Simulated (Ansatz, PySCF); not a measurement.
H2MoOS3, SMILES [OH][Mo](=[S])(=[S])[SH], multiplicity 1.

Geometry optimised at B3LYP-D3(BJ)/def2-SVP. The spin state was assumed, not searched. The structure was generated by enumeration; whether it is a known compound was not checked. The def2 effective core potentials stand for the cores of Mo; spin–orbit coupling is left out. Other conformers were not sampled.

Vertical ionisation energy (IE) and electron affinity (EA) in eV. Rows of orbital energies are one-electron estimates. Where ΔSCF, EOM or ADC give a negative EA the extra electron is unbound and the value depends on the basis.

```json
[
 {"level": "−ε(HOMO), −ε(LUMO), ωB97X/def2-TZVP (PySCF)", "IE": "9.66", "EA": "1.63"},
 {"level": "−ε(HOMO), −ε(LUMO), PBE/def2-TZVP (PySCF)", "IE": "6.38", "EA": "4.11"},
 {"level": "ΔSCF, PBE0/def2-SVPD (Ansatz), final states of multiplicity 2 and 2", "IE": "9.34", "EA": "2.06"},
 {"level": "ΔSCF, PBE/def2-SVPD (Ansatz), final states of multiplicity 2 and 2", "IE": "…", "EA": "…"}
]
```

### Question
Complete the blanks. (Estimate from the structure and the level; the computed values follow.)

### Answer

- ΔSCF, PBE/def2-SVPD (Ansatz, a quantum-chemistry and plane-wave program), final states of multiplicity 2 and 2, IE: 9.12
- ΔSCF, PBE/def2-SVPD (Ansatz), final states of multiplicity 2 and 2, EA: 1.67

### Question
What vertical singlet–triplet gap does ΔSCF give with PBE0/def2-SVPD (Ansatz) and with PBE/def2-SVPD (Ansatz)? (The exact figures need the calculation; the answer reports its results.)

### Answer
1.95 and 2.22 eV (triplet above singlet where positive).
